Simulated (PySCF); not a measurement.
## Two-component Hartree-Fock for Ca¹⁵⁺ (calcium, charge +15)

Start: [He] 2s2 2p1; 2p3/2 filled at m_j = +3/2. Calculated with PySCF 2.14 in an even-tempered Gaussian basis (17 s from 3 bohr⁻², ratio 2.4; 11 p from 3.9 bohr⁻², ratio 2.4; 5 d from 14 bohr⁻², ratio 2.6; 5 f from 21 bohr⁻², ratio 2.6): generalised Hartree-Fock with the X2C-1e Hamiltonian and a Gaussian nucleus; one run each with spin-orbit coupling (SO) screened by Boettger's factors, then bare. This is a chosen level, not necessarily the ground level.

| spinor shell | electrons | ε, screened SO (eV) | ε, bare SO (eV) | weight of nominal j (bare SO) | rms radius, bare SO (bohr) |
| --- | --- | --- | --- | --- | --- |
| 1s1/2 | 2 | -4818.0 | -4818.1 | 1.000 | 0.0880 |
| 2s1/2 | 2 | -1009.6 | -1009.6 | 1.000 | 0.355 |
| 2p3/2 | 1 | -971.18 | -971.01 | 1.000 | 0.311 |

```json
{"quantity": "E (hartree)", "screened SO": "-507.56121", "bare SO": "-507.55479"}
{"quantity": "M_J", "screened SO": "3/2", "bare SO": "3/2"}
{"quantity": "⟨J²⟩", "screened SO": "3.750", "bare SO": "3.750"}
{"quantity": "⟨L²⟩", "screened SO": "2.000", "bare SO": "2.000"}
{"quantity": "⟨S²⟩", "screened SO": "0.750", "bare SO": "0.750"}
```

Each row is a mean over spinors that exchange with the open shell spreads, by up to 15.325 eV (2s1/2).
